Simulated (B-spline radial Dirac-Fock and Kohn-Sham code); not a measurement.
## Nd³⁺ 4p1/2: cross section and angular parameters

System: neodymium as Nd³⁺, configuration [Xe] 4f3; threshold 286.4 eV (orbital energy of the model). Model: Dirac-Hartree-Slater photoionisation with a Latter tail; cross sections with all multipoles, angular parameters from the dipole term and its interference with E2. Program: a radial finite-basis atomic code.

For linearly polarised light dσ/dΩ = σ/(4π) [1 + β P₂(cos θ) + (δ + γ cos²θ) sin θ cos φ], with θ from the polarisation vector and φ the angle between the beam and the projection of the electron momentum on the plane normal to the polarisation.

```
hν (eV)  σ (kb)       β       γ       δ
    300    95.7  -0.603  -0.078   0.037
    372    91.5   0.354  -0.068   0.073
    386    90.5   0.473  -0.026   0.071
    469    83.0   0.923   0.188   0.053
    615    67.5   1.293   0.318   0.027
   1680    17.9   1.687   0.001  -0.001
   1880    14.8   1.692  -0.017  -0.002
   2140       ?       ?       ?       ?
   2440    9.26   1.688  -0.008  -0.002
   2620    8.11   1.684   0.007  -0.002
 2984.4    6.32   1.673   0.047  -0.001
   3000    6.25   1.672   0.049  -0.001
   3350    5.03   1.660   0.098  -0.001
   4000    3.50   1.635   0.203   0.001
   4010    3.48   1.634   0.204   0.001
   5280    1.92   1.584   0.423   0.007
 5414.7    1.81   1.578   0.446   0.007
   6040    1.42   1.555   0.551   0.011
   7280   0.917   1.510   0.748   0.019
 8047.8   0.722   1.484   0.862   0.024
 9251.7   0.513   1.446   1.029   0.033
   9900   0.433   1.426   1.113   0.039
  12000   0.265   1.368   1.359   0.057
```

Q: Give the values at 2140 eV.

A: σ = 11.8 kb, β = 1.693, γ = -0.021, δ = -0.002.

Values without a named source are computed, but for edge energies of neutral atoms, which are taken from tables.
